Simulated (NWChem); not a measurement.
Species: CH3BeFO; SMILES C[O][Be][F]

```xyz
7

Be    -0.0028    -0.8414     0.0013
F      0.0001    -2.2414     0.0006
O     -0.0069     0.5514     0.0007
C      0.0065     1.9331    -0.0015
H     -0.7139     2.3464     0.7406
H      1.0156     2.3298     0.2535
H     -0.2712     2.3391    -1.0009
```
Atoms are numbered in this order, from 1.

Program: NWChem. Pople sets run with spherical d functions. Geometry: optimised at PBE-D3(BJ)/def2-SVP. Vertical excitations in the gas phase; the lowest state need not have the same character in each row.

```csv
level,"lowest excitation, singlet (eV)",oscillator strength of that lowest state,"lowest state with f > 0.02, singlet (eV)",orbital gap (eV)
"PBE/6-31+G*, full TDDFT",6.01,0.007,6.90,5.97
"B3LYP/6-31+G*, full TDDFT",6.61,0.007,7.56,7.64
"CAM-B3LYP/6-31+G*, full TDDFT",6.96,0.006,8.08,10.10
"LDA (Slater exchange, VWN5)/6-31+G*, full TDDFT",6.12,0.007,7.04,6.06
```
